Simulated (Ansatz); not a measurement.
Ansatz results at the PBE0-D4/def2-TZVP geometry: LUMO energy (ωB97M-V/def2-TZVPP) 1.09 eV; HOMO–LUMO gap (B3LYP/def2-TZVPP) 6.37 eV; HOMO–LUMO gap (ωB97M-V/def2-TZVPP) 11.00 eV.

Each molecule was computed in one conformer, which needn't be the lowest.

Question: Which molecule gave them?
A. `[SiH3][N]([SiH3])[Ga]([N]([SiH3])[SiH3])[N]([SiH3])[SiH3]`
B. `[NH2][Ga]([F])[SH]`
C. `C[NH][Ga]([Cl])[Cl]`
D. `C[O][Ga]([SH])[O][SiH3]`

Answer: B. The others give `C[O][Ga]([SH])[O][SiH3]`: 0.78, 6.29, 10.87; `[SiH3][N]([SiH3])[Ga]([N]([SiH3])[SiH3])[N]([SiH3])[SiH3]`: 0.45, 6.04, 10.41; `C[NH][Ga]([Cl])[Cl]`: 0.95, 5.83, 10.59.

B3LYP here is the variant with VWN-RPA as its local correlation; programs differ in this.
